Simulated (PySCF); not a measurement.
Al(F)(Me)(NHMe) (C2H7AlFN), SMILES [F][Al]([NH]C)[CH3].

Geometry optimised at B3LYP-D3(BJ)/def2-SVP. The structure was generated by enumeration; whether it is a known compound was not checked. Other conformers were not sampled.

The numbers are results of IEF-PCM-ωB97X/def2-SVP (PySCF), not measurements.

The values are the electrostatic part of the solvation free energy, E(continuum) − E(gas) at the gas-phase geometry, in a cavity of scaled van der Waals radii (PySCF's table); cavitation and dispersion terms are not included. A continuum can't describe solvent molecules that bind to the metal. In vacuum the orbital gap is 11.40 eV. The dipole moment in vacuum is 2.01 D.

```csv
solvent,ε,ΔG(elec) (kcal/mol),dipole (D),gap (eV)
water,78.36,-5.3,2.25,11.44
"N,N-dimethylformamide",37.22,-5.1,2.24,11.43
acetone,20.49,-5.0,2.24,11.43
```
